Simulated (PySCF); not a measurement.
H₂O₂S₂W, SMILES [W]([SH])(=[S])([OH])=[O], multiplicity 1. Geometry optimised at PBE-D3(BJ)/def2-SVP. The spin state was assumed, not searched. The structure was generated by enumeration; whether it is a known compound was not checked. The def2 effective core potentials stand for the cores of W; spin–orbit coupling is left out. The values are those of a single conformer.

Calculation: PBE-D3(BJ)/def2-SVP (PySCF).

Harmonic wavenumbers (cm⁻¹): 121, 146, 174, 219, 246, 278, 300, 384, 530, 565, 630, 708, 973, 2581, 3732. Rotational constants (GHz): 2.289, 1.763, 1.398; symmetry number 1.

**Question.** Work out the zero-point energy and the ideal-gas rigid-rotor harmonic-oscillator thermochemistry at 298.15 K and 1 atm.

**Answer.** ZPE = ½ Σ hcν = ½ × 11587 cm⁻¹ = 16.57 kcal/mol. H − E(el) = 21.97 kcal/mol. Entropy in cal/(mol K): translation 42.81, rotation 28.43, vibration 17.81, total 89.05. G − E(el) = -4.58 kcal/mol. Cp = 26.62 cal/(mol K). Modes under 150 cm⁻¹ make the vibrational entropy uncertain.
